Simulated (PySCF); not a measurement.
F2OS, charge +1, sextet, geometry from GFN2-xTB of the parent state (a state made from the parent by changing its charge; the spin is typed, not shown lowest); PySCF with MP2/STO-3G.

Input for PySCF:
```python
from pyscf import gto, scf, mp

mol = gto.Mole()
mol.atom = '''
    O     1.41277745   -0.15274416   -0.32845099
    S     0.17532783   -0.00614867    0.32891486
    F    -0.66462846    1.26381023   -0.18763295
    F    -0.90286763   -1.11710668   -0.10514814
'''
mol.basis = 'sto-3g'
mol.charge = 1
mol.spin = 5
mol.verbose = 5
mol.build()

mf = scf.UHF(mol)
mf.kernel()

pt = mp.MP2(mf)
pt.kernel()
print('E(MP2) = %.10f' % pt.e_tot)
```

Question: Write the output that PySCF gives for this input, abridged.

Answer: 
```
PySCF version 2.14.0

[INPUT] verbose = 5
[INPUT] max_memory = 4000
[INPUT] num. atoms = 4
[INPUT] num. electrons = 41
[INPUT] charge = 1
[INPUT] spin (= nelec alpha-beta = 2S) = 5
[INPUT] symmetry False subgroup None
[INPUT] Mole.unit = angstrom
[INPUT] Symbol           X                Y                Z      unit          X                Y                Z       unit  Magmom
[...]
[INPUT] ---------------- BASIS SET ----------------
[INPUT] l, kappa, [nprim/nctr], expnt,             c_1 c_2 ...
[INPUT] F
[...]
                                30.360812         0.53532814
                                8.2168207         0.44463454
[...]
                                1.5022812         0.39951283
                                0.4885885         0.70011547
[...]
                                1.5022812         0.60768372
                                0.4885885         0.39195739
[INPUT] O
[...]
                                23.808861         0.53532814
                                6.4436083         0.44463454
[...]
                                1.1695961         0.39951283
                                0.380389          0.70011547
[...]
                                1.1695961         0.60768372
                                0.380389          0.39195739
[INPUT] S
[...]
                                97.1095183        0.5353281423
                                26.28162542       0.4446345422
[...]
                                7.745117521       0.3995128261
                                2.518952599       0.7001154689
[...]
                                0.5661400518      0.2255954336
                                0.2215833792      0.900398426
[...]
                                7.745117521       0.6076837186
                                2.518952599       0.3919573931
[...]
                                0.5661400518      0.5951670053
                                0.2215833792      0.462001012

nuclear repulsion = 191.026347557742
number of shells = 14
number of NR pGTOs = 72
number of NR cGTOs = 24
basis = sto-3g
ecp = {}

******** <class 'pyscf.scf.uhf.UHF'> ********
method = UHF
initial guess = minao
damping factor = 0
level_shift factor = 0
DIIS = <class 'pyscf.scf.diis.CDIIS'>
diis_start_cycle = 1
diis_space = 8
diis_damp = 0
SCF conv_tol = 1e-09
SCF conv_tol_grad = None
SCF max_cycles = 50
direct_scf = True
direct_scf_tol = 1e-13
number electrons alpha = 23  beta = 18
Set gradient conv threshold to 3.16228e-05
[...]
  -1.01415773  -0.95697788  -0.93027001  -0.90918135  -0.87920733
  -0.77899839  -0.47315567  -0.4691111    0.15944812]
  beta  mo_energy =
[-91.23067701 -26.33301293 -26.33249592 -20.83134119  -9.12514148
  -6.77143923  -6.74855034  -6.7457397   -1.76887851  -1.70958484
  -1.64086213  -1.04182733  -0.90418133  -0.82624194  -0.80918105
  -0.76087623  -0.71495587  -0.56431233  -0.32357013  -0.18469613
  -0.18446244   0.21563088   0.23989927   0.30399427]
multiplicity <S^2> = 8.7614496  2S+1 = 6.0038153
E1 = -1290.2785268150565  E2 = 437.16961504651476  Ecoul = 490.62419957313466  Exc = -53.4545845266199
cycle= 49 E= -662.0825642108  delta_E= 7.51e-06  |g|= 0.00508  |ddm|= 0.00476
  alpha mo_energy =
[-91.24601928 -26.37404707 -26.37385962 -20.88351628  -9.15064433
  -6.78492016  -6.78410838  -6.77673003  -1.97188726  -1.92662864
  -1.89640239  -1.25783629  -1.1134308   -1.07390055  -1.04783447
  -1.01414407  -0.95784593  -0.93093884  -0.90916214  -0.87948004
  -0.77879327  -0.47313256  -0.46867073   0.15966391]
  beta  mo_energy =
[-91.22957672 -26.3333883  -26.33326344 -20.83235572  -9.12417024
  -6.77047982  -6.74753897  -6.74492985  -1.76905573  -1.70969862
  -1.64096734  -1.04202508  -0.90416531  -0.82731433  -0.80923197
  -0.76076791  -0.71414156  -0.56302081  -0.32214402  -0.1884022
  -0.18337501   0.21486443   0.24021521   0.30397696]
multiplicity <S^2> = 8.7613877  2S+1 = 6.0037947
E1 = -1290.2826561991476  E2 = 437.17368935971115  Ecoul = 490.62728510294227  Exc = -53.45359574323112
cycle= 50 E= -662.082619281695  delta_E= -5.51e-05  |g|= 0.0042  |ddm|= 0.0339
SCF not converged.
SCF energy = -662.082619281695 after 50 cycles  <S^2> = 8.7613877  2S+1 = 6.0037947

******** <class 'pyscf.mp.ump2.UMP2'> ********
nocc = (np.int64(23), np.int64(18)), nmo = (24, 24)
E1 = -1290.2826561991476  E2 = 437.17368935971115  Ecoul = 490.62728510294227  Exc = -53.45359574323112
transform (ia|jb) incore
Init E(MP2) = -0.0890261769817943
cycle = 1  E_corr(MP2) = -0.0890904549216817  dE = -6.42779399e-05  norm(t2) = 0.000887838
cycle = 2  E_corr(MP2) = -0.0890907770381767  dE = -3.22116495e-07  norm(t2) = 3.35726e-06
cycle = 3  E_corr(MP2) = -0.0890907776563325  dE = -6.18155749e-10  norm(t2) = 1.61407e-08
E(UMP2) = -662.171710059351  E_corr = -0.0890907776563325
E(SCS-UMP2) = -662.141796147735  E_corr = -0.0591768660404535
E_corr(same-spin) = -0.0550754620928602
E_corr(oppo-spin) = -0.0340153155634723
E(MP2) = -662.1717100594
```

The run did not converge; its last values are not results.
